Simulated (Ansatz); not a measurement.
Species: sum formula SiN3H7 (charge 0, singlet). SMILES: N[SiH](N)N
Geometry from a B3LYP-D3(BJ)/def2-TZVP (Ansatz, a quantum-chemistry and plane-wave program) optimisation:
```
Si
N 1 1.7144
H 2 1.0068 1 120.49
H 2 1.0068 3 112.22 1 151.22
N 1 1.7197 2 104.06 3 -170.43
H 5 1.0073 1 120.48 2 -158.39
H 5 1.0081 6 111.59 1 152.24
N 1 1.7197 2 104.06 3 -40.71
H 8 1.0073 1 120.48 2 158.39
H 8 1.0081 9 111.59 1 -152.24
H 1 1.4848 2 119.94 3 74.43
```
Charge 0, spin multiplicity 1.

Property: atomisation energy (electronic, to ground-state atoms); the coupled-cluster value holds the core correlation from cc-pwCVTZ, in kJ/mol. Valence correlation only, unless marked. Open shells are spin-unrestricted. Spin-orbit coupling is left out. No relativistic terms. Basis-set limits of correlation are two-point, X^-3; Hartree-Fock from the larger set.

Level to compare with: CCSD(T)/CBS(aug-cc-pV(T+d)Z,aug-cc-pV(Q+d)Z) plus the core term (Ansatz), 3854.0 kJ/mol. It is a level with limits of its own, and the differences hold the functionals' basis error too.

Question: Rank these functionals by how close they come to CCSD(T)/CBS(aug-cc-pV(T+d)Z,aug-cc-pV(Q+d)Z), closest first: wB97X-V/def2-TZVPD (Ansatz); LC-wPBE/def2-TZVPD (Ansatz); r2SCAN0/def2-TZVPD (Ansatz).

Answer: wB97X-V/def2-TZVPD (range-separated hybrid with VV10, 3856.7 kJ/mol, difference 2.7), LC-wPBE/def2-TZVPD (range-separated hybrid, 3805.3 kJ/mol, difference -48.7), r2SCAN0/def2-TZVPD (hybrid meta-GGA, 3730.1 kJ/mol, difference -123.9)
